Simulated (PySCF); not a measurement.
Task: Write Cartesian coordinates for [WO3(OMe)]-, `C[O][W-](=[O])(=[O])=[O]` as optimised with PBE0-D3(BJ)/def2-SVP. (Charge -1 and singlet state.)

Result: 
```xyz
9
CH3O4W angstrom
W      0.3893    0.8863    1.1123
O      0.2366    0.7437    2.8464
O      2.0665    1.0631    0.6532
O     -0.5113    2.2646    0.5260
O     -0.3223   -0.7196    0.2857
C     -0.4091   -1.0067   -1.0642
H     -0.9867   -0.2431   -1.6243
H     -0.9179   -1.9794   -1.2148
H      0.5876   -1.0785   -1.5458
```

Any rigid rotation of these coordinates is as good. Atoms count from 1 in this order. W1 (tungsten bonded to 4 O) is tetrahedral (angles from 108.7° to 110.7°). The 4 O–W bonds span 1.747 Å (W1–O2) to 1.941 Å (W1–O5), a spread of 0.194 Å.

Bonds between heavy atoms (Å): W1–O2 1.747, W1–O3 1.748, W1–O4 1.748, W1–O5 1.941, O5–C6 1.383.

The calculation used PySCF, PBE0-D3(BJ)/def2-SVP geometry optimisation, gas phase, def2 core potentials past Kr.

Not checked by PBE0-D3(BJ)/def2-SVP frequencies. The geometry's basis has no diffuse functions, a weakness for an anion.
